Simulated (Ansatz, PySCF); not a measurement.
Molecule: sum formula SiHBr, net charge 0, singlet state. SMILES: [SiH]Br
Structure (B3LYP-D3(BJ)/def2-TZVP (Ansatz, a program for electronic structure) minimum search):
```
Si
H 1 1.5241
Br 1 2.2668 2 94.17
```

Property: vertical ionisation energy (to the doublet state of charge +1; each state is the SCF solution reached for its spin; for the singlet the Hartree-Fock reference is unstable and T1 is 0.015), in eV. Correlated levels leave the core frozen unless marked. UHF or UKS for open shells. Spin-orbit coupling is left out. Frozen are the shells of the preceding noble gas and the d and f shells that filled before the atom's block. Non-relativistic. Basis-set limits of correlation are two-point, X^-3; Hartree-Fock from the larger set.

| level | program | vertical ionisation energy (eV) | minus last row |
|---|---|---|---|
| HF/def2-TZVPPD | Ansatz | 8.60 | -0.88 |
| r2SCAN/def2-TZVPD | Ansatz | 9.13 | -0.35 |
| B3LYP/def2-TZVPD | Ansatz | 9.29 | -0.19 |
| PBE0/def2-TZVPD | Ansatz | 9.24 | -0.24 |
| RI-MP2/def2-TZVPPD | Ansatz | 9.31 | -0.17 |
| CCSD(T)/def2-QZVPPD | Ansatz | 9.43 | -0.05 |
| CCSD(T)/CBS(def2-TZVPPD,def2-QZVPPD) | Ansatz | 9.48 | 0.00 |

For comparison, minus the highest occupied orbital energy (PySCF): 6.04 eV at M06-L/def2-TZVPD, 6.06 eV at BP86/def2-TZVPD, 6.10 eV at TPSS/def2-TZVPD.
